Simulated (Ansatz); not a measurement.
`C#[C][GaH2]` + `O[SiH3]` → `[SiH3][O][GaH2]` + `C#C` at 400 K and 1 bar (ligand exchange at a Ga–C bond).

Gas-phase electronic energies from Ansatz, PBE0-D4/def2-TZVP geometries. CCSD(T)/CBS is the MP2 limit (def2-TZVPP, def2-QZVPP) plus CCSD(T) − MP2 in def2-TZVPP, frozen cores. This one scheme is used for every species. For Ga outer-core shells are correlated without core-valence functions, which leaves a few kJ/mol of doubt a bond. Scalar relativity is left out up to krypton.

```csv
species,CCSD(T)/CBS energy (Eh),H − E (kJ/mol),S (J/(mol·K))
`C#[C][GaH2]`,-2001.76834,106.0,307.0
`O[SiH3]`,-366.69042,120.0,276.4
`[SiH3][O][GaH2]`,-2291.24790,140.3,359.9
`C#C`,-77.22717,85.5,213.8
```

H − E and S are ideal-gas, rigid-rotor, harmonic terms from PBE0-D4/def2-TZVP. 1 Eh = 2625.50 kJ/mol, R = 8.31446 J/(mol·K).

Task: By hand: ΔE, ΔH, ΔS and ΔG.

Result: ΔE = (-2291.24790) + (-77.22717) − (-2001.76834) − (-366.69042) = -0.01631 Eh = -42.8 kJ/mol. Δ(H − E) = 140.3 + 85.5 − 106.0 − 120.0 = -0.2, so ΔH = -43.0 kJ/mol. ΔS = 359.9 + 213.8 − 307.0 − 276.4 = -9.7 J/(mol·K). ΔG = -43.0 − 400 × (-9.7)/1000 = -39.1 kJ/mol.

Task: By hand: the equilibrium constant, and the temperature at which ΔG would vanish if ΔH and ΔS stayed fixed.

Result: log₁₀ K = −ΔG/(RT ln 10) = 5.1. ΔG = 0 at ΔH/ΔS = 4433 K, far beyond where these terms or the molecules hold.

The number of gas molecules stays the same, so ΔS is small and ΔH decides. A doubt of 5 kJ/mol in ΔE shifts log₁₀ K by 0.7 here. These are equilibria of isolated gas molecules and say nothing of rates. Largest T1 diagnostic: 0.014 (customary marks: 0.02 for closed shells, 0.045 for open ones).
